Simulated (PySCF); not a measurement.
Compound: SiH2MeEt, C3H10Si.
Geometry (PBE0-D3(BJ)/def2-SVP, Å), atoms numbered from 1 in this order:
```
atom  x, y, z in Å
Si1    0.4591    0.7096    0.3373
H2     0.5140    0.6994    1.8363
H3     1.8751    0.7232   -0.1557
C4    -0.4377    2.2529   -0.2565
H5    -1.4758    2.2688    0.1109
H6    -0.4648    2.2920   -1.3567
H7     0.0632    3.1647    0.1027
C8    -0.3973   -0.8619   -0.2642
C9     0.2993   -2.1548    0.1502
H10   -0.4810   -0.8014   -1.3636
H11   -1.4344   -0.8431    0.1155
H12   -0.2317   -3.0457   -0.2211
H13    1.3292   -2.2016   -0.2381
H14    0.3633   -2.2459    1.2463
```

The closed-shell ground state was solved at several levels (PySCF, density fitting, gas phase, non-relativistic).

```csv
level,basis functions,total energy (Eh),HOMO (eV),LUMO (eV),gap (eV),dipole (D)
wB97X-D/pcSseg-1,125,-409.7764,-10.16,3.00,13.16,0.77
wB97X-D/def2-SVPD,164,-409.6318,-10.11,2.24,12.35,0.82
```

Problem. Estimate the row for PBE0/pcSseg-1, a basis of 125 functions; the other rows only guide the guess.

Solution. Total energy -409.5381 Eh, HOMO -8.28 eV, LUMO 1.22 eV, gap 9.50 eV, dipole 0.79 D.

Problem. Over all these levels, which gives the widest orbital gap and which the narrowest?

Solution. wB97X-D/pcSseg-1 (range-separated hybrid) has the widest, 13.16 eV, and PBE0/pcSseg-1 (global hybrid, 25 % exact exchange) the narrowest, 9.50 eV. The two share the basis. From the narrowest to the widest the HOMO moves by -1.88 eV and the LUMO by +1.78 eV.

Problem. How far do the dipole and the HOMO energy spread over the levels?

Solution. The dipole runs from 0.77 to 0.82 D (mean 0.79 D) and the HOMO from -10.16 to -8.28 eV.

One conformer stands for the species.

Note: wB97X-D ran without an empirical dispersion term, which enters the total energy and its gradient alone.
